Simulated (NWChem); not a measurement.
**Lowest excitation of CH$_{5}$S (+1)**

```xyz
7

C     -0.3304     1.1462     0.0000
S      0.2629    -0.5685     0.0000
H      0.0956     1.6144     0.8983
H      0.0956     1.6144    -0.8983
H     -1.4261     1.1885     0.0000
H     -0.4943    -1.0989     0.9987
H     -0.4943    -1.0989    -0.9987
```
Charge +1, spin multiplicity 1.

The numbers come from NWChem runs, not from measurements. All single points use one geometry, from PBE0/def2-SVP, a minimum by its harmonic frequencies.

Basis set: aug-cc-pVDZ. The methods don't all put a state of the same symmetry lowest.

```
method    lowest vertical singlet excitation energy (eV)  relative cost  difference from EOM-CCSD
--------  ----------------------------------------------  -------------  ------------------------
CIS                                                 9.39        under 3                     +0.46
TD-B3LYP                                            8.44        under 3                     -0.48
TDA-PBE0                                            8.64        under 3                     -0.29
EOM-CCSD                                            8.92              3                      0.00
TD-PBE                                              8.13              1                     -0.79
```

The values span 1.25 eV, from TD-PBE (lowest) to CIS (highest). Costs are rough ratios of processor time within this set of runs, SCF included, with TD-PBE as 1.

The correlated methods keep 6 core orbitals frozen. B3LYP has NWChem's definition, with VWN1-RPA local correlation. The structure started from a generated list of species. No row is a measurement; the coupled-cluster row has its own basis-set and correlation limits.
